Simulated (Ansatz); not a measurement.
Reaction (ligand exchange at the Si–N bond): `C[Si@H](O)N[Si@@H](O)F` + `CBO` → `CBO[SiH](O)F` + `C[SiH](N)O`

Computed with Ansatz on PBE0-D4/def2-TZVP structures; ΔE is electronic, products minus reactants. CCSD(T)/CBS adds triple-zeta CCSD(T) − MP2 to the extrapolated MP2 energy (def2 sets, frozen cores). Functionals use def2-TZVPP. B3LYP here is the variant with VWN-RPA as its local correlation; programs differ in this. One conformer a species, not always the lowest.

```json
{"level": "PBE-D4", "ΔE (kcal/mol)": "-3.4", "difference from CCSD(T)/CBS": "1.9"}
{"level": "r2SCAN-D4", "ΔE (kcal/mol)": "-4.8", "difference from CCSD(T)/CBS": "0.5"}
{"level": "PBE0-D4", "ΔE (kcal/mol)": "-4.0", "difference from CCSD(T)/CBS": "1.3"}
{"level": "B3LYP-D4", "ΔE (kcal/mol)": "-5.1", "difference from CCSD(T)/CBS": "0.2"}
{"level": "ωB97X-V", "ΔE (kcal/mol)": "-4.8", "difference from CCSD(T)/CBS": "0.5"}
{"level": "ωB97M-V", "ΔE (kcal/mol)": "-4.5", "difference from CCSD(T)/CBS": "0.8"}
{"level": "B2PLYP", "ΔE (kcal/mol)": "-6.1", "difference from CCSD(T)/CBS": "-0.8"}
{"level": "PBE", "ΔE (kcal/mol)": "-4.4", "difference from CCSD(T)/CBS": "0.9"}
{"level": "r2SCAN", "ΔE (kcal/mol)": "-5.1", "difference from CCSD(T)/CBS": "0.2"}
{"level": "PBE0", "ΔE (kcal/mol)": "-4.9", "difference from CCSD(T)/CBS": "0.4"}
{"level": "B3LYP", "ΔE (kcal/mol)": "-6.7", "difference from CCSD(T)/CBS": "-1.4"}
{"level": "HF/def2-TZVPP", "ΔE (kcal/mol)": "-9.1", "difference from CCSD(T)/CBS": "-3.8"}
{"level": "MP2/def2-TZVPP", "ΔE (kcal/mol)": "-4.8", "difference from CCSD(T)/CBS": "0.5"}
{"level": "SCS-MP2/def2-TZVPP", "ΔE (kcal/mol)": "-5.5", "difference from CCSD(T)/CBS": "-0.2"}
{"level": "CCSD/def2-TZVPP", "ΔE (kcal/mol)": "-5.5", "difference from CCSD(T)/CBS": "-0.2"}
{"level": "CCSD(T)/def2-TZVPP", "ΔE (kcal/mol)": "-4.9", "difference from CCSD(T)/CBS": "0.4"}
{"level": "HF/def2-QZVPP", "ΔE (kcal/mol)": "-9.5", "difference from CCSD(T)/CBS": "-4.2"}
{"level": "MP2/def2-QZVPP", "ΔE (kcal/mol)": "-5.1", "difference from CCSD(T)/CBS": "0.2"}
{"level": "SCS-MP2/def2-QZVPP", "ΔE (kcal/mol)": "-5.9", "difference from CCSD(T)/CBS": "-0.6"}
{"level": "HF/CBS(def2)", "ΔE (kcal/mol)": "-9.6", "difference from CCSD(T)/CBS": "-4.3"}
{"level": "MP2/CBS(def2)", "ΔE (kcal/mol)": "-5.2", "difference from CCSD(T)/CBS": "0.1"}
{"level": "CCSD/CBS(def2)", "ΔE (kcal/mol)": "-6.0", "difference from CCSD(T)/CBS": "-0.7"}
{"level": "CCSD(T)/CBS", "ΔE (kcal/mol)": "-5.3", "difference from CCSD(T)/CBS": "0"}
```

Largest T1 diagnostic among the species: 0.012.

The D4 term adds +1.6 kcal/mol with B3LYP and +0.9 kcal/mol with PBE0; it sums over pairs of atoms, weighted by their polarisabilities, and B3LYP, whose exchange is more repulsive, gets the larger term. In def2-TZVPP, CCSD(T) changes the Hartree–Fock value by +4.2 kcal/mol (the triples alone add +0.6 kcal/mol) and MP2 by +4.4 kcal/mol.
